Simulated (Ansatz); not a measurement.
`[CH3][Ge][Cl]` + HCl → `[Cl][Ge][Cl]` + CH₄ at 700 K and 1 bar (ligand exchange at a Ge–C bond).

Calculated with Ansatz (gas phase, PBE0-D4/def2-TZVP geometries, no zero-point term in ΔE). CBS: MP2 limit from def2 TZ/QZ plus the TZ coupled-cluster correction, frozen cores. This one scheme is used for every species. For Ge outer-core shells are correlated without core-valence functions, which leaves a few kJ/mol of doubt a bond. Scalar relativity is left out up to krypton.

```
        species  CCSD(T)/CBS energy (Eh)  H − E (kJ/mol)  S (J/(mol·K))
`[CH3][Ge][Cl]`              -2575.77362           144.4          380.1
            HCl               -460.38127            38.4          211.8
 `[Cl][Ge][Cl]`              -2995.74627            41.4          343.0
            CH₄                -40.46206           145.9          224.0
```

H − E and S are ideal-gas, rigid-rotor, harmonic terms from PBE0-D4/def2-TZVP. 1 Eh = 2625.50 kJ/mol, R = 8.31446 J/(mol·K).

Q: By hand: ΔE, ΔH, ΔS and ΔG.

A: ΔE = (-2995.74627) + (-40.46206) − (-2575.77362) − (-460.38127) = -0.05344 Eh = -140.3 kJ/mol. Δ(H − E) = 41.4 + 145.9 − 144.4 − 38.4 = 4.5, so ΔH = -135.8 kJ/mol. ΔS = 343.0 + 224.0 − 380.1 − 211.8 = -24.9 J/(mol·K). ΔG = -135.8 − 700 × (-24.9)/1000 = -118.4 kJ/mol.

Q: By hand: the equilibrium constant, and the temperature at which ΔG would vanish if ΔH and ΔS stayed fixed.

A: log₁₀ K = −ΔG/(RT ln 10) = 8.8. ΔG = 0 at ΔH/ΔS = 5454 K, far beyond where these terms or the molecules hold.

ΔH outweighs TΔS. A doubt of 5 kJ/mol in ΔE shifts log₁₀ K by 0.4 here. These are equilibria of isolated gas molecules and say nothing of rates. Largest T1 diagnostic: 0.013 (customary marks: 0.02 for closed shells, 0.045 for open ones).
